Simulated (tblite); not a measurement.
Isomers of C4H8O3. Calculated harmonic vibrations of the isolated species, GFN2-xTB (tblite), most abundant isotopes, no scaling. The method is semi-empirical: single wavenumbers can be off by several per cent or more. One conformer each.

Electronic energies: GFN2-xTB at the same geometries; isomer energies are rough at this level and their order can be wrong.

```tsv
SMILES	electronic energy, lowest = 0 (kJ/mol)
COCCC(=O)O	23.3
COC(=O)[C@H](C)O	13.4
CC1OCOCO1	0.0
```

**Question.** How do GFN2-xTB zero-point energies change the relative energies?

**Answer.** 
| SMILES | ZPE (kJ/mol) | of it from modes above 1550 cm⁻¹ | electronic (kJ/mol) | with ZPE, lowest = 0 (kJ/mol) | lowest mode (cm⁻¹) | rings |
| --- | --- | --- | --- | --- | --- | --- |
| CC1OCOCO1 | 319.3 | 140.1 | 0.0 | 0.0 | 152 | 1 |
| COC(=O)[C@H](C)O | 311.2 | 157.2 | 13.4 | 5.4 | 46 | 0 |
| COCCC(=O)O | 312.3 | 154.3 | 23.3 | 16.3 | 37 | 0 |

The zero-point energies span 8.1 kJ/mol, from `COC(=O)[C@H](C)O` to `CC1OCOCO1`. The order is unchanged.

**Question.** What do entropy and thermal enthalpy add at 298.15 K and 1 bar (rigid rotor, harmonic oscillator, one conformer each)?

**Answer.** 
```json
{"SMILES": "CC1OCOCO1", "point group": "Cs", "symmetry number": "1", "S (J/(mol K))": "332.3", "H − H(0) (kJ/mol)": "19.60", "ZPE + H − H(0) − TS (kJ/mol)": "239.8"}
{"SMILES": "COC(=O)[C@H](C)O", "point group": "C1", "symmetry number": "1", "S (J/(mol K))": "383.7", "H − H(0) (kJ/mol)": "25.34", "ZPE + H − H(0) − TS (kJ/mol)": "222.2"}
{"SMILES": "COCCC(=O)O", "point group": "Cs", "symmetry number": "1", "S (J/(mol K))": "383.1", "H − H(0) (kJ/mol)": "24.43", "ZPE + H − H(0) − TS (kJ/mol)": "222.5"}
```
